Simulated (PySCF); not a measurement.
# UHF on Kr+ (krypton, charge +1)

Configuration: [Ar] 3d10 4s2 4p4 4d1, one real determinant (an excited configuration). All numbers are calculated (PySCF 2.14, the spin-free X2C one-electron Hamiltonian (Gaussian nucleus), in aug-cc-pVTZ-DK (7s6p4d2f, 59 functions)).

| Item | Value |
| --- | --- |
| Total energy | -2787.162578 hartree |
| One-electron energy | -3856.0519 hartree |
| Hartree (Coulomb) energy | 1164.0664 hartree |
| Exchange energy | -95.1771 hartree |
| ⟨S²⟩ | 3.7608 |
| ⟨L²⟩ | 8.066 |
| Sum of ⟨r⟩ | 24.28 bohr |
| Sum of ⟨r²⟩ | 35.96 bohr² |
| Traceless quadrupole moment −½Σ⟨3z² − r²⟩ along its main axis | 1.14 e·bohr² |
| Langevin diamagnetic susceptibility | -28.5 ×10⁻⁶ cm³/mol |

```
shell  electrons  mean orbital energy (hartree)  spread (hartree)  rms radius, mean of both spins (bohr)
 1s α          1                     -529.92731                 0                                 0.0478
 1s β          1                     -529.91623                 0                                 0.0478
 2s α          1                      -72.63542                 0                                  0.199
 2s β          1                      -72.62727                 0                                  0.199
 2p α          3                      -64.10952           0.01014                                  0.177
 2p β          3                      -64.09462           0.00681                                  0.177
 3s α          1                      -11.80893                 0                                  0.565
 3s β          1                      -11.78590                 0                                  0.565
 3p α          3                       -9.00163           0.02713                                  0.581
 3p β          3                       -8.97067           0.01118                                  0.581
 3d α          5                       -4.33491           0.03779                                  0.610
 3d β          5                       -4.31600           0.01079                                  0.610
 4s α          1                       -1.77073                 0                                   1.64
 4s β          1                       -1.50743                 0                                   1.64
 4p α          3                       -1.07238           0.09542                                   1.92
 4p β          1                       -0.96026                 0                                   1.92
 4d α          1                       -0.33276                 0                                   3.03
```

⟨L²⟩ = 8.07 against 12 for a pure F term, so this real determinant mixes terms. The outer electron is Rydberg-like, and this basis confines it to a smaller radius and binds it less than a complete one would.

Densities and radii are taken from the X2C orbitals without a picture-change correction, which distorts them close to the nucleus.

Spin-orbit constants ζ (cm⁻¹) from the X2C one-electron operator on these orbitals: bare nucleus, nucleus screened by l(l+1)(2l+1)/3 electrons, and screened by the Breit-Pauli mean field of the electrons.

```tsv
shell	bare	screened nucleus	mean field
2p	297100	280500	273100
3p	43850	41410	40090
3d	5573	4025	3775
4p	3854	3640	3504
4d	171.8	124.0	107.9
```

To first order the Landé constant is A = -365.4 cm⁻¹, so the lowest level has J = 9/2 and lies 0.204 eV below the centre of the term. This holds in LS coupling only.
